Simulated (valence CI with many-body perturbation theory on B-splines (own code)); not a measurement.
## Questions on Hg LXXIV

Calculated by valence CI with perturbative core correlation (CI+MBPT): five valence electrons over a frozen Dirac-Fock core [He], a basis of 11 s, 11 p, 10 d, 8 f, 5 g, 2 h functions for each j, with the one-electron correlation potential Σ1, the two-electron term Σ2, the three-electron term Σ3, Breit, model QED; selected CI, second order for the rest, scaled by the run's own slope (own B-spline code, finite nucleus).

No measured spectrum was set against this ion. As an estimate, large intervals hold to a few tenths of a per cent, small ones and those within an open d or f shell to about a per cent. Among the levels kept, up to 7500 cm⁻¹ of a level comes from second order outside the variational space, and about a tenth of that is noise between levels of different J, which matters for small intervals.

Levels are named by their leading jj configuration (3d3/2^4 stands for four electrons in 3d with j = 3/2), which in mixed levels can hold well under half, so a name can repeat and another be missing.

Rates and lifetimes use the calculated energies. Strong lines usually hold to 10 to 20 %, long lifetimes can be off by a factor of two.

Task: What is the ground level?

Result: (2s^2 2p1/2^2 2p3/2) J=3/2, composition 49 % 2s2.2p3 2P° + 27 % 2s2.2p3 2D° + 24 % 2s2.2p3 4S°, g = 1.302.

Task: Where does the other parity begin?

Result: At (2s 2p1/2^2 2p3/2^2) J=5/2, 19331 × 10³ cm⁻¹.

Task: How well does LS coupling describe the low levels?

Result: Among the lowest 20 levels the leading LS term, summed over configurations, holds 63 % on average. For single configurations the figures are 63 % in LS and 100 % in jj coupling. Terms mix most in the J = 3/2 level at 88906 × 10³ cm⁻¹, where the leading one holds 36 %.

Task: Name the longest-lived excited levels whose lifetime is computed, and their main decay.

Result: (2s^2 2p1/2 2p3/2^2) J=5/2 at 16344 × 10³ cm⁻¹ lives 78.4 ps, mostly by M1 to (2s^2 2p1/2^2 2p3/2) J=3/2; (2s^2 2p1/2 2p3/2^2) J=1/2 at 16832 × 10³ cm⁻¹ lives 24.9 ps, mostly by M1 to (2s^2 2p1/2^2 2p3/2) J=3/2; (2s^2 2p1/2 2p3/2^2) J=3/2 at 16159 × 10³ cm⁻¹ lives 13.6 ps, mostly by M1 to (2s^2 2p1/2^2 2p3/2) J=3/2.

Task: What is the ionisation energy?

Result: 19681 eV; NIST lists 19680 ± 90 eV (theoretical).

Task: Among levels below 129000 × 10³ cm⁻¹, which E1 lines absorb most strongly from the ground level?

Result: to (2s^2 2p1/2^2 3d5/2) J=5/2 at 0.1099 nm, f = 0.549; to (2s^2 2p1/2 2p3/2 3d3/2) J=5/2 at 0.09405 nm, f = 0.501; to (2s^2 2p1/2 2p3/2 3d3/2) J=3/2 at 0.09401 nm, f = 0.299.
